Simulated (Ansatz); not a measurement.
Ansatz (an electronic-structure program) input file for Sn(F)2(OH)(NH2) (F₂H₃NOSn), SMILES [NH2][Sn]([OH])([F])[F], CAM-B3LYP/def2-SVPD. Coordinates come from a PBE-D3(BJ)/def2-SVP optimisation. A frequency run showed that this geometry is not a minimum. The structure was generated by enumeration; whether it is a known compound was not checked. The def2 effective core potentials stand for the cores of Sn; spin–orbit coupling is left out. One conformer was computed; it need not be the lowest.

Ansatz 0.2 input:
```yaml
crystal:
  periodic: [false, false, false]
  atoms:
    - {symbol: N, position_ang: [1.99023439, 0.25995295, -0.44603022]}
    - {symbol: Sn, position_ang: [0.01562693, 0.01019665, -0.00734959]}
    - {symbol: O, position_ang: [-0.97978330, 1.65683256, -0.49441949]}
    - {symbol: F, position_ang: [-0.36354175, -0.48424273, 1.84748209]}
    - {symbol: F, position_ang: [-0.71841940, -1.51113158, -0.97544249]}
    - {symbol: H, position_ang: [2.25185356, 1.22706967, -0.20031634]}
    - {symbol: H, position_ang: [2.54856698, -0.35795016, 0.16198566]}
    - {symbol: H, position_ang: [-1.93749060, 1.50508541, -0.36497907]}
basis:
  gaussian:
    orbitals: def2-SVPD
hamiltonian:
  xc: {name: CAM-B3LYP}
```

Program output:

```
WARN ansatz: RAYON_NUM_THREADS=1 ignored (pool sized by the plan → 1); use --threads N
Functional definition: CAM-B3LYP
integrals: 0.10 GiB planned
1324 factors; their error is unknown
integrals: 0.12 GiB planned
489 factors; integrals over basis functions are off by at most 2.7e-5 eV
mean field: 0.88 GiB planned
mean field evaluation 1: about -14832.7572 eV, gradient 7.9e1 eV
mean field evaluation 2: about -14821.4557 eV, gradient 1.1e2 eV
mean field evaluation 4: about -14843.8635 eV, gradient 5.1e0 eV
mean field evaluation 8: about -14843.9075 eV, gradient 2.7e-1 eV
mean field evaluation 16: about -14843.9851 eV, gradient 2.5e-4 eV
mean field -14843.98506119 eV, -545.5063893844 hartree, gradient 6.2e-5 eV, S^2 0.000000; 0 other end points of the search recorded, 0 dependent functions left out
reference -14843.98520121 eV, -545.5063945300 hartree; 29, 29 occupied and 116, 116 virtual orbitals, 1324 factors
Total energy: -14843.98520121 eV, -545.5063945300 hartree
```

The run converged.

Cost: around 4 core-seconds (rough).
